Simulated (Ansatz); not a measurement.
`S[SiH](Cl)CCl`. The species carries charge 0 and has multiplicity 1.

```csv
atom,x (Å),y (Å),z (Å)
S1,1.347,1.755,-0.471
Si2,-0.454,0.691,-0.118
Cl3,-1.669,1.068,-1.726
C4,-0.156,-1.157,-0.024
Cl5,0.867,-1.461,1.409
H6,1.934,1.218,0.615
H7,-1.148,1.130,1.111
H8,0.367,-1.536,-0.902
H9,-1.088,-1.708,0.107
```

Q: List the harmonic frequencies (cm⁻¹, unscaled) at PBE0-D4/def2-TZVP in Ansatz. (Estimate.)

A: Ansatz gave: 77, 107, 148, 166, 228, 231, 489, 571, 674, 684, 725, 783, 801, 855, 1113, 1188, 1423, 2259, 2692, 3093, 3163.

Q: Is this a minimum?

A: Yes, all 21 modes are real.

Q: Give the ideal-gas thermochemistry at 298.15 K and 1 bar (rigid rotor, harmonic oscillator; point group C1, symmetry number 1).

A: Zero-point energy 128.4 kJ/mol; H(298) − E = 151.0 kJ/mol; entropy 373.2 J/(mol·K), of which translation 171.1, rotation 122.2, vibration 79.8; G(298) − E = 39.7 kJ/mol. Modes under 100 cm⁻¹ are hindered rotations or soft bends, so the harmonic entropy is rough.

Q: And at 400, 500, 600, 800 and 1000 K?

A: 
```json
{"T (K)": "400", "H − E (kJ/mol)": "163.3", "S (J/mol/K)": "408.4", "G − E (kJ/mol)": "-0.1"}
{"T (K)": "500", "H − E (kJ/mol)": "176.7", "S (J/mol/K)": "438.4", "G − E (kJ/mol)": "-42.5"}
{"T (K)": "600", "H − E (kJ/mol)": "191.3", "S (J/mol/K)": "464.9", "G − E (kJ/mol)": "-87.7"}
{"T (K)": "800", "H − E (kJ/mol)": "222.7", "S (J/mol/K)": "510.0", "G − E (kJ/mol)": "-185.3"}
{"T (K)": "1000", "H − E (kJ/mol)": "256.5", "S (J/mol/K)": "547.7", "G − E (kJ/mol)": "-291.2"}
```
